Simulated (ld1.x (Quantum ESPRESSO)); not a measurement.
Plane-wave convergence, TM potential for P (Z = 15)

phosphorus (P), norm-conserving Troullier–Martins (Kleinman–Bylander form), made with ld1.x (Quantum ESPRESSO) 7.5 (PBE, scalar-relativistic). Core [Ne], reference 3s2 3p1.5 (charge +1.5). Waves: 3p (bound): rc 1.40 bohr; 3s (bound): rc 1.55 bohr. Local part: the s channel. Core correction: Bessel-smoothed model core inside 0.85 bohr.

The pseudo-atom Hamiltonian at the reference potential is diagonalised in spherical Bessel functions j_l(qr) that vanish at 20 bohr, with q² up to the cutoff. All-electron valence levels (Ry): 3p -1.4038, 3s -2.0931.

How do the lowest levels (Ry) of each channel move with the cutoff, and are there ghosts?

```csv
cutoff (Ry),p #1,p #2,s #1,s #2,d #1,d #2,f #1,f #2,Σ f·Δε (mRy)
8,-1.3942,-0.4080,-1.9929,-0.5462,-0.4707,-0.1918,-0.1557,-0.0596,214.7
12,-1.3989,-0.4103,-2.0621,-0.5622,-0.4725,-0.1923,-0.1558,-0.0597,69.4
18,-1.3991,-0.4103,-2.0871,-0.5692,-0.4727,-0.1924,-0.1558,-0.0597,19.1
25,-1.3992,-0.4103,-2.0881,-0.5696,-0.4733,-0.1925,-0.1558,-0.0597,17.0
35,-1.4007,-0.4107,-2.0902,-0.5699,-0.4740,-0.1927,-0.1558,-0.0597,10.4
45,-1.4026,-0.4111,-2.0924,-0.5704,-0.4741,-0.1928,-0.1558,-0.0597,3.2
55,-1.4034,-0.4112,-2.0930,-0.5705,-0.4741,-0.1928,-0.1558,-0.0597,0.9
70,-1.4035,-0.4113,-2.0930,-0.5705,-0.4741,-0.1928,-0.1558,-0.0597,0.6
400,-1.4038,-0.4113,-2.0931,-0.5706,-0.4741,-0.1928,-0.1558,-0.0597,0.0
```

Result: no extra level below or beside the all-electron valence levels (p, s, d, f tested); 10 mRy is reached at 40 Ry and 1 mRy at 55 Ry.
